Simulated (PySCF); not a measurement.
# Charge on either side of a bond

Species: H6O3Si2.
Atom-mapped SMILES: `[OH:1][SiH:2]([OH:3])[O:4][SiH3:5]` (hydrogens: H6 on O1; H7 on Si2; H8 on O3; H9, H10, H11 on Si5)

Structure used (GFN2-xTB), in Å, numbered top down from 1:
```
atom  x, y, z in Å
O1     1.4624    1.8112   -0.1184
Si2    1.0444    0.2487   -0.2801
O3     1.7649   -0.5656    0.9151
O4    -0.5578    0.0945   -0.1414
Si5   -1.8994   -0.7411    0.2056
H6     0.9898    2.4771   -0.6077
H7     1.4238   -0.2788   -1.5791
H8     2.5655   -0.2166    1.2959
H9    -2.2280   -1.5315   -0.9817
H10   -2.8886    0.3035    0.4701
H11   -1.6716   -1.5987    1.3656
```

Atomic charges (e) from the PBE0/pcSseg-1 density (PySCF):

```json
{"atom": "O1", "Mulliken": "-0.5589", "IAO": "-0.8046", "Hirshfeld": "-0.3187", "ESP-fitted": "-0.7352"}
{"atom": "Si2", "Mulliken": "+1.1541", "IAO": "+1.5042", "Hirshfeld": "+0.5062", "ESP-fitted": "+1.0006"}
{"atom": "O3", "Mulliken": "-0.5505", "IAO": "-0.8009", "Hirshfeld": "-0.3113", "ESP-fitted": "-0.7185"}
{"atom": "O4", "Mulliken": "-0.7239", "IAO": "-0.8947", "Hirshfeld": "-0.3071", "ESP-fitted": "-0.4978"}
{"atom": "Si5", "Mulliken": "+0.7394", "IAO": "+0.8931", "Hirshfeld": "+0.3972", "ESP-fitted": "+0.6353"}
{"atom": "H6", "Mulliken": "+0.2488", "IAO": "+0.3730", "Hirshfeld": "+0.1819", "ESP-fitted": "+0.4321"}
{"atom": "H7", "Mulliken": "-0.1924", "IAO": "-0.2074", "Hirshfeld": "-0.0928", "ESP-fitted": "-0.1888"}
{"atom": "H8", "Mulliken": "+0.2526", "IAO": "+0.3756", "Hirshfeld": "+0.1842", "ESP-fitted": "+0.4583"}
{"atom": "H9", "Mulliken": "-0.1251", "IAO": "-0.1505", "Hirshfeld": "-0.0821", "ESP-fitted": "-0.1375"}
{"atom": "H10", "Mulliken": "-0.1295", "IAO": "-0.1436", "Hirshfeld": "-0.0818", "ESP-fitted": "-0.1388"}
{"atom": "H11", "Mulliken": "-0.1143", "IAO": "-0.1443", "Hirshfeld": "-0.0757", "ESP-fitted": "-0.1096"}
```

**Question.** Cut each of the bonds O1–Si2, O4–Si2 and Si5–O4 in turn and sum the charges on the side of the atom named first.

**Answer.** In e; the other side holds the opposite charge:

```json
{"bond cut": "O1–Si2", "piece": "OH", "atoms": "2", "Mulliken": "-0.310", "IAO": "-0.432", "Hirshfeld": "-0.137", "ESP-fitted": "-0.303"}
{"bond cut": "O4–Si2", "piece": "SiOH3", "atoms": "5", "Mulliken": "-0.353", "IAO": "-0.440", "Hirshfeld": "-0.149", "ESP-fitted": "-0.248"}
{"bond cut": "Si5–O4", "piece": "SiH3", "atoms": "4", "Mulliken": "+0.370", "IAO": "+0.455", "Hirshfeld": "+0.158", "ESP-fitted": "+0.249"}
```

Extremes among these pieces. Mulliken: lowest SiOH3 at O4, highest SiH3 at Si5; IAO: lowest SiOH3 at O4, highest SiH3 at Si5; Hirshfeld: lowest SiOH3 at O4, highest SiH3 at Si5; ESP-fitted: lowest OH at O1, highest SiH3 at Si5.

**Question.** Do the schemes agree better on the pieces than on the single atoms at the cuts?

**Answer.** The spread between schemes averages 0.294 e for the pieces and 0.523 e for the atoms named first; it is smaller for the piece at 3 of the 3 cuts. On average they agree better on the pieces.

Isolated species at its GFN2-xTB geometry (one conformer only).

These values come from a run that also computed NMR shieldings. The run took 9.1 s on one thread of an Arm Neoverse V1, no GPU, shared host with 64 logical CPUs at a one-minute load of 16, and the process peaked at 0.61 GiB of memory.
